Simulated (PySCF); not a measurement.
Molecule: `C(#N)CB(Cl)Cl`, C2H2BCl2N.

Molfile (atoms numbered from 1):
```
C2H2BCl2N
     RDKit          3D

  8  7  0  0  0  0  0  0  0  0999 V2000
   -0.8772    2.2242    0.3832 N   0  0  0  0  0  0  0  0  0  0  0  0
   -0.4141    1.2761   -0.0910 C   0  0  0  0  0  0  0  0  0  0  0  0
    0.1709    0.0896   -0.6863 C   0  0  0  0  0  0  0  0  0  0  0  0
    1.5803   -0.3544   -0.1285 B   0  0  0  0  0  0  0  0  0  0  0  0
    2.3660   -1.7160   -0.8911 Cl  0  0  0  0  0  0  0  0  0  0  0  0
    2.3508    0.4447    1.2054 Cl  0  0  0  0  0  0  0  0  0  0  0  0
   -0.5176   -0.7656   -0.5585 H   0  0  0  0  0  0  0  0  0  0  0  0
    0.2587    0.2239   -1.7787 H   0  0  0  0  0  0  0  0  0  0  0  0
  1  2  3  0
  2  3  1  0
  3  4  1  0
  4  5  1  0
  4  6  1  0
  3  7  1  0
  3  8  1  0
M  END
```

Geometry PBE0-D3(BJ)/def2-SVP throughout; GIAO in PySCF, gas phase, one conformer, non-relativistic; equivalent atoms averaged; functional PBE0.

(1) How do the absolute shieldings σ depend on the basis set? (ppm; last column core-seconds on 1 thread of an Arm Neoverse V1, shared host)

(2) Which nucleus moves most, in ppm?

(3) Taking the largest basis, IGLO-III (248 functions), as the yardstick, rank the others by their worst heavy-atom deviation.

## Answers

(1) 
```
    basis set  functions     N1    C2     C3    B4  Cl5/Cl6  H7/H8  core-s
     pcSseg-0         66  -51.7  62.9  171.3  30.9    664.8  30.37     4.9
       6-31G*         96   -3.3  89.3  177.0  52.6    688.5  29.90     7.8
      cc-pVDZ        102   -7.6  86.3  178.3  53.5    705.2  29.00     8.2
     def2-SVP        102  -11.7  83.9  178.8  51.4    708.5  29.23     7.7
     pcSseg-1        126  -44.1  65.1  166.3  38.6    650.8  28.91     9.4
  aug-cc-pVDZ        164   -6.0  82.5  178.2  52.1    694.4  28.70      16
6-311+G(2d,p)        190  -31.3  67.6  168.3  43.1    663.9  28.96      17
    def2-TZVP        210  -33.8  67.4  168.4  41.2    639.6  28.99      21
      cc-pVTZ        216  -31.8  69.6  168.9  42.1    671.0  28.75      23
     IGLO-III        248  -40.1  62.2  165.1  36.8    654.7  28.80      26
```

(2) Cl5/Cl6 (chlorine bonded to B): from 639.6 ppm with def2-TZVP to 708.5 ppm with def2-SVP. The smallest spread is 1.67 ppm, at H7/H8. Proton shifts span only some 12 ppm, so a few tenths of a ppm matter as much there as several ppm in carbon.

(3) pcSseg-1 3.9 ppm (126 functions), 6-311+G(2d,p) 9.2 ppm (190 functions), pcSseg-0 11.5 ppm (66 functions), def2-TZVP 15.1 ppm (210 functions), cc-pVTZ 16.3 ppm (216 functions), 6-31G* 36.9 ppm (96 functions), aug-cc-pVDZ 39.7 ppm (164 functions), cc-pVDZ 50.5 ppm (102 functions), def2-SVP 53.8 ppm (102 functions).

A small basis that lands close on one nucleus may do so by chance; judge by the trend and by all nuclei.
